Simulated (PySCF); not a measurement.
How methods differ on the excitation energy of Nb

Nb [Kr] 4d4 5s1 (6D) → Nb [Kr] 4d3 5s1 5p1 (high-spin determinant), as a difference of total energies. Calculation: PySCF 2.14, in aug-cc-pwCVTZ-PP with ECP28MDF (8s8p7d4f3g, 122 functions); scalar relativity through the core potential. Correlated levels: valence: 4s2 4p6 frozen; valence and next inner shell: nothing frozen outside the core potential. The calculations carry no spin-orbit coupling.

```csv
method,excitation energy (eV)
UHF,1.486
LDA,2.848
PBE,2.722
PBE0,2.544
r2SCAN,2.522
PBEsol,2.784
PW91,2.733
LC-wPBE,2.142
MP2 (valence),2.014
SCS-MP2 (valence),1.662
MP2 (valence and next inner shell),2.369
SCS-MP2 (valence and next inner shell),2.017
```

Task: How much does correlation contribute at MP2 (valence and next inner shell)?

Result: 2.369 − (1.486) = 0.883 eV, measured against UHF.

The determinant of the upper state mixes LS terms, which raises its energy above the lowest term, most at the Hartree-Fock and MP2 levels.
